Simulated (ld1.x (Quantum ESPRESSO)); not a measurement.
**Before and after: RRKJ potential for iron**

- Element: iron (Fe)
- Generator: ld1.x (Quantum ESPRESSO) 7.5
- Type: norm-conserving RRKJ (Kleinman–Bylander form)
- Functional: PBEsol
- Relativity: scalar-relativistic
- Frozen core: [Ne]
- Valence charge: 16
- Reference configuration: 3s2 3p6 3d6 4s1.5 4p0 (charge +0.5)
- Partial waves: 3s (bound): rc 0.95 bohr; 3p (bound): rc 0.75 bohr; 3d (bound): rc 1.00 bohr
- Local potential: all-electron potential smoothed inside 0.85 bohr (lloc = -1)
- Core correction: none
- rho0: 0.02

Occupied shells without a wave of their own: 4s. They enter only through the test configuration that unscreens the potential.

All-electron outer shells of the reference configuration (PBEsol, scalar-relativistic, ld1.x):

```json
{"shell": "2p", "level (eV)": "-702.01", "outermost node (bohr)": "–", "outermost maximum (bohr)": "0.18"}
{"shell": "3s", "level (eV)": "-97.84", "outermost node (bohr)": "0.33", "outermost maximum (bohr)": "0.70"}
{"shell": "3p", "level (eV)": "-64.01", "outermost node (bohr)": "0.30", "outermost maximum (bohr)": "0.72"}
{"shell": "3d", "level (eV)": "-11.58", "outermost node (bohr)": "–", "outermost maximum (bohr)": "0.71"}
{"shell": "4s", "level (eV)": "-8.71", "outermost node (bohr)": "1.00", "outermost maximum (bohr)": "2.35"}
{"shell": "4p", "level (eV)": "-4.15", "outermost node (bohr)": "1.10", "outermost maximum (bohr)": "3.02"}
```

Change: all radii scaled by about 1.33 (s 1.26, p 1.00, d 1.32 bohr); local potential all-electron potential smoothed inside 1.12 bohr (lloc = -1).

Cutoffs: the cutoffs (Ry, on a coarse ladder) from which the occupation-weighted sum of valence levels, in a spherical-Bessel basis at the reference potential, stays within 10 and 1 mRy of its value at 400 Ry; they do not see the model core or the augmentation charge, which bear on the density cutoff. Errors are all-electron minus pseudo energies relative to the spin-unpolarised reference configuration.

**Question.** What does the change do?

**Answer.** The potential gets softer (230 Ry and 300 Ry → 140 Ry and 200 Ry); of the 7 tests that both files solve, the error grows in 7 and shrinks in 0 by more than 15 % and 0.3 meV (median size 97.6 → 151.2 meV); neither file shows a bound ghost. A larger radius leaves more room for a smooth pseudo-wave, so fewer plane waves are needed. More of the atom is replaced by a form fitted at one configuration, so other configurations suffer.

```tsv
quantity	base	changed
cutoff, loose	230 Ry	140 Ry
cutoff, tight	300 Ry	200 Ry
loose cutoff by channel (10 mRy a level)	s 100 Ry, p 180 Ry, d 140 Ry	s 90 Ry, p 100 Ry, d 90 Ry
bound ghosts	none	none
largest miss of a reference level, eV	0.08	0.11
error for 3s2 3p6 3d6 4s2 4p0, meV [ΔE -3.49 eV]	+33	-47
error for 3s2 3p6 3d6 4s1 4p0, meV [ΔE 5.25 eV]	-43	+62
error for 3s2 3p6 3d6 4s0 4p0, meV [ΔE 21.37 eV]	-167	+240
error for 3s2 3p6 3d4 4s0 4p0, meV [ΔE 108.60 eV]	-340	+593
error for 3s2 3p6 3d7 4s0 4p0, meV [ΔE 3.10 eV]	-98	+151
error for 3s2 3p6 3d7 4s1 4p0, meV [ΔE -4.29 eV]	-24	+35
error for 3s2 3p6 3d6 4s0 4p1, meV [ΔE 10.33 eV]	-125	+230
```

Base: The 4s level has no wave, so the channel is fitted at the deeper level alone: the likely source of the large errors. Changed file: The 4s level has no wave, so the channel is fitted at the deeper level alone: the likely source of the large errors.
